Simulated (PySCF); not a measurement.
# SMILES CC[n+]1csc(F)c1, [C5H7FNS]+, charge +1

Molfile (atoms numbered from 1):
```
C5H7FNS
     RDKit          3D

 15 15  0  0  0  0  0  0  0  0999 V2000
   -1.8079   -0.7640    0.4304 C   0  0  0  0  0  0  0  0  0  0  0  0
   -1.1621    0.3774   -0.3487 C   0  0  0  0  0  0  0  0  0  0  0  0
    0.2719    0.4118   -0.1105 N   0  0  0  0  0  0  0  0  0  0  0  0
    0.8405    1.1131    0.8514 C   0  0  0  0  0  0  0  0  0  0  0  0
    2.5179    0.9164    0.9564 S   0  0  0  0  0  0  0  0  0  0  0  0
    2.4269   -0.1861   -0.3829 C   0  0  0  0  0  0  0  0  0  0  0  0
    3.4981   -0.7595   -0.8589 F   0  0  0  0  0  0  0  0  0  0  0  0
    1.1512   -0.3407   -0.8252 C   0  0  0  0  0  0  0  0  0  0  0  0
   -1.3991   -1.7256    0.1319 H   0  0  0  0  0  0  0  0  0  0  0  0
   -2.8745   -0.7706    0.2272 H   0  0  0  0  0  0  0  0  0  0  0  0
   -1.6654   -0.6350    1.5001 H   0  0  0  0  0  0  0  0  0  0  0  0
   -1.5892    1.3332   -0.0415 H   0  0  0  0  0  0  0  0  0  0  0  0
   -1.3266    0.2437   -1.4191 H   0  0  0  0  0  0  0  0  0  0  0  0
    0.2837    1.7576    1.5087 H   0  0  0  0  0  0  0  0  0  0  0  0
    0.8302   -0.9639   -1.6412 H   0  0  0  0  0  0  0  0  0  0  0  0
  1  2  1  0
  2  3  1  0
  3  4  2  0
  4  5  1  0
  5  6  1  0
  6  7  1  0
  6  8  2  0
  8  3  1  0
  1  9  1  0
  1 10  1  0
  1 11  1  0
  2 12  1  0
  2 13  1  0
  4 14  1  0
  8 15  1  0
M  CHG  1   3   1
M  END
```

Level of theory: PySCF 2.14.0, GIAO HSE06/pcSseg-0 magnetisability, rotational g tensor and spin-rotation constants, non-relativistic, gas phase. Geometry: GFN2-xTB.

For an ion the centre-of-mass motion in the field is neglected.

What are the magnetisability and the molar susceptibility?

Isotropic -1336 × 10⁻³⁰ J/T², or -80.5 × 10⁻⁶ cm³/mol; principal values -1734, -1172, -1103 × 10⁻³⁰ J/T², anisotropy 599 × 10⁻³⁰ J/T² (root of half the summed squared differences of the principal values). The susceptibility is in cgs units.

Split it along the inertial axes a, b, c into diamagnetic and paramagnetic parts about the centre of mass, with the quadrupole moment.


| axis | χ (10⁻⁶ cm³/mol) | diamagnetic (10⁻⁶ cm³/mol) | paramagnetic (10⁻⁶ cm³/mol) | summed x² of all electrons (Å²) | quadrupole Θ (D Å) |
| --- | --- | --- | --- | --- | --- |
| a | -72.2 | -428.9 | 356.7 | 234.2 | +10.78 |
| b | -66.7 | -1100.0 | 1033.3 | 76.1 | +2.16 |
| c | -102.6 | -1316.4 | 1213.9 | 25.0 | -12.93 |

Anisotropies 2χaa − χbb − χcc = +24.9 and 2χbb − χaa − χcc = +41.4 × 10⁻⁶ cm³/mol. Θ is traceless in Buckingham's convention.

And the rotational g tensor?


```
axis  rotational constant (GHz)        g  nuclear part  electronic part
   a                     3.4794  -0.0196        0.5636          -0.5831
   b                     1.1686  -0.0068        0.5605          -0.5673
   c                     0.9449  +0.0144        0.5533          -0.5389
```
Asymmetric top; isotopes 12C, 19F, 1H, 14N, 32S; no vibrational averaging.
